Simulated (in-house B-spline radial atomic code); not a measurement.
Ag⁺. Computed with a B-spline radial atomic code. Model: non-relativistic spherical atom: semilocal Troullier-Martins pseudo-atom, one channel per l, against all electrons, high spin, G0W0 and RPA with empty states to l = 8, local potential for every l without a channel, a model core (radius 0 = none) keeps its share of the functional.

Without relativity these are model numbers for so heavy an element.

What the tables leave out is listed at the end.

The pseudopotential gives back the lowest level of each angular momentum of its own functional in the configuration it was made in; a second state of the same l is only approximately right. Exact exchange, RPA and GW see the smooth pseudo-orbitals and miss the exchange with the core, for which the functional's share stands in. The column with an uncorrelated core keeps all orbitals and exact exchange, and so separates missing core correlation from pseudisation. Only the three outermost levels and the lowest empty one were computed. RPA here is direct RPA, with no exchange kernel, and its energies carry an (l + 1/2)⁻⁴ tail. A hybrid on a potential with a model core restores only its own semilocal share of the core's exchange.

Command:
```bash
python run_psgw.py task.json out
```
Settings (lengths in bohr, energies in hartree):
```
Z                      47
electrons              46
configuration          [Kr] 4d10
generated_in           [Kr] 4d10 5s1
functional             pbe,pbe
core_shells            7
radius_factor          0.8
core_correction        True
```

Run time, properties included: 31 s on 1 thread of Arm Neoverse N1 (shared host).

Given: made with PBE; model core radius 0.628 bohr; local radius 0.917 bohr; mean-field start PBE0.

Valence shells of the generating configuration: 4p, 4d, 5s.

Channel: s 2.117, p 0.705, d 0.827 (radii in bohr).

Computed: largest level miss in the spin-unpolarised generating configuration 0.005 eV; valence RPA correlation energy pseudo -1.2035 hartree; all-electron RPA polarisability, core included 7.6285 bohr³; pseudo-atom RPA polarisability 7.7798 bohr³.

```
     level  occupied  mean-field all-electron (eV)  mean-field pseudo minus all (eV)  G0W0 all-electron (eV)  G0W0 uncorrelated core minus all (eV)  G0W0 pseudo minus all (eV)  exchange self-energy all-electron (eV)  exchange self-energy pseudo (eV)
        4d         1                       -17.742                             0.079                 -22.135                                  0.104                       0.653                                  -35.74                           -29.602
5s (empty)         0                        -9.322                            -0.415                 -7.1523                                 -0.008                      -0.863                                 -2.9531                           -3.6947
```

Question: What is the valence RPA correlation energy all-electron orbitals?

Answer: -0.96354 hartree.

Among the listed levels the largest G0W0 shift of the pseudo-atom is -0.86 eV, for 5s (empty) on the PBE0 start, while leaving the core uncorrelated moves that level by -0.01 eV. So pseudisation and the lost core exchange, not the missing core correlation, make the error. Not in the tables (levels of low weight, unsolved or above zero; the highest and the empty levels are kept at any weight): on PBE, a start not tabulated, the G0W0 levels 4d (pseudo minus all +0.70 eV, weights 0.58 and 0.35), 4p (pseudo minus all +2.73 eV, weights 0.04 and 0.01), 5s (pseudo minus all -0.82 eV, weights 0.94 and 0.94); on PBE0 the G0W0 levels 4p (pseudo minus all -23.94 eV, weights -0.00 and 0.22); no Hartree-Fock pseudo-atom is run with a model core.
